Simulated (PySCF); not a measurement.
C3H7O3Si (doublet state).
SMILES with atom numbers: `[CH3:1][C:2]([SiH2:3][OH:4])[C:5](=[O:6])[OH:7]` (hydrogens: H8, H9, H10 on C1; H11, H12 on Si3; H13 on O4; H14 on O7)

Structure used (GFN2-xTB), in Å, numbered top down from 1:
```
atom  x, y, z in Å
C1     1.105   -1.292    0.333
C2     0.146   -0.211    0.040
Si3   -1.534   -0.525   -0.751
O4    -2.336    0.859   -0.936
C5     0.513    1.130    0.371
O6    -0.199    2.117    0.194
O7     1.745    1.272    0.916
H8     1.367   -1.291    1.394
H9     0.704   -2.262    0.057
H10    2.044   -1.121   -0.200
H11   -1.295   -1.130   -2.064
H12   -2.281   -1.411    0.146
H13   -1.882    1.654   -0.623
H14    1.902    2.210    1.102
```

The hyperfine couplings belong to this conformer and change with its torsions.

Theory: UKS B3LYP, pcH-1 on C H O Si, non-relativistic, mean-field spin-orbit, GIAO in PySCF 2.14.0. Isolated species at its GFN2-xTB geometry (one conformer only). A GFN2-xTB geometry isn't a minimum of the functional, and hyperfine couplings can be far from their values at a DFT geometry. The SCF solution wasn't tested for stability.

(1) What is the g tensor, term by term?

(2) What effective moment and Curie constant follow for a powder?

(3) Average each term over the three axes. Which is largest in size?

(4) In a frozen sample, at which fields do the three g values resonate at 9.5, 34, 94 and 263 GHz (hyperfine left aside), and which band first spreads them over more than twice a line width of 0.5 mT?

Results:

(1) 
```
                    Δg (ppm)     1     2     3
relativistic mass correction  -168  -168  -168
            gauge correction   -10    32    29
   orbital Zeeman/spin–orbit    47  1432  3041
                       total  -130  1296  2902
```

So g = 2.00219, 2.00361, 2.00522 and g_iso = 2.00368; the tensor is rhombic: the two nearest values differ by 47 % of g3 − g1. Axes: g2 points within 2° of the C2–Si3 bond.

(2) With the mean of g² = 4.0147 and S(S+1) = 0.75: μ_eff = √(⟨g²⟩S(S+1)) = 1.735 μB and χT = 0.12505·⟨g²⟩·S(S+1) = 0.377 cm³ K/mol (cgs; spin-Hamiltonian part alone).

(3) The orbital-Zeeman/spin–orbit term 1507, the mass correction -168 and the gauge correction 17 ppm, for a total of 1356 ppm. The orbital-Zeeman/spin–orbit term is the largest in size. The mass correction is the same along every axis, so the anisotropy comes from the other two: their spans along these axes are 41 (gauge) and 2994 ppm (orbital Zeeman/spin–orbit).

(4) 
| band | GHz | B(g3) mT | B(g2) mT | B(g1) mT | spread mT |
| --- | --- | --- | --- | --- | --- |
| X | 9.5 | 338.49 | 338.76 | 339.01 | 0.51 |
| Q | 34.0 | 1211.45 | 1212.42 | 1213.28 | 1.83 |
| W | 94.0 | 3349.30 | 3351.98 | 3354.37 | 5.07 |
| J | 263.0 | 9370.91 | 9378.43 | 9385.11 | 14.19 |

The spread grows in proportion to the frequency. Q band is the first where it exceeds 1.0 mT.

Largest spin populations (Mulliken): C2 (+0.82), O6 (+0.19) and C1 (-0.06). The angles at C2 add up to 360.0°, so it is planar.

The HOMO–LUMO gaps are 7.23 eV among the α and 4.31 eV among the β orbitals.
